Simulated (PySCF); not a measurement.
PBE on Rh (rhodium, neutral), [Kr] 4d9, 2D determinant (an excited configuration). Calculation: PySCF 2.14, in ANO-RCC-VTZP (7s6p4d2f1g, 68 functions); the spin-free X2C one-electron Hamiltonian (Gaussian nucleus).

```
cycle= 3 E= -4783.0574371656  delta_E= -0.0315  |g|= 0.248  |ddm|= 1.24
cycle= 4 E= -4783.07711965632  delta_E= -0.0197  |g|= 0.0417  |ddm|= 1.09
cycle= 5 E= -4783.08338684719  delta_E= -0.00627  |g|= 0.0528  |ddm|= 0.615
cycle= 6 E= -4783.07993427304  delta_E= 0.00345  |g|= 0.113  |ddm|= 0.241
cycle= 7 E= -4783.08196092815  delta_E= -0.00203  |g|= 0.0841  |ddm|= 0.0647
cycle= 8 E= -4783.08458200529  delta_E= -0.00262  |g|= 0.00928  |ddm|= 0.105
cycle= 9 E= -4783.08470474521  delta_E= -0.000123  |g|= 0.00528  |ddm|= 0.073
cycle= 10 E= -4783.08472068007  delta_E= -1.59e-05  |g|= 0.00263  |ddm|= 0.0348
cycle= 11 E= -4783.08472316637  delta_E= -2.49e-06  |g|= 0.000832  |ddm|= 0.00259
cycle= 12 E= -4783.08472384582  delta_E= -6.79e-07  |g|= 0.000416  |ddm|= 0.00519
cycle= 13 E= -4783.08472391485  delta_E= -6.9e-08  |g|= 9.55e-05  |ddm|= 0.00103
cycle= 14 E= -4783.08472391908  delta_E= -4.24e-09  |g|= 6.01e-06  |ddm|= 0.000239
cycle= 15 E= -4783.0847239191  delta_E= -1.46e-11  |g|= 4.68e-07  |ddm|= 1.07e-05
converged SCF energy = -4783.0847239191  <S^2> = 1.3722196  2S+1 = 2.5473277
```

Highest occupied orbital energy: -4.075 eV; ⟨L²⟩ = 8.37; populations by l: s 8.39, p 18.00, d 18.61, f 0.00.

Q: Can this result be used?

A: Not for this state. Self-consistency was reached. ⟨L²⟩ = 8.37 against 6 for a pure D term, so this real determinant mixes terms. ⟨S²⟩ = 1.37 against 0.75 shows spin contamination. The s, p, d and f populations moved away from the nominal configuration during the SCF.
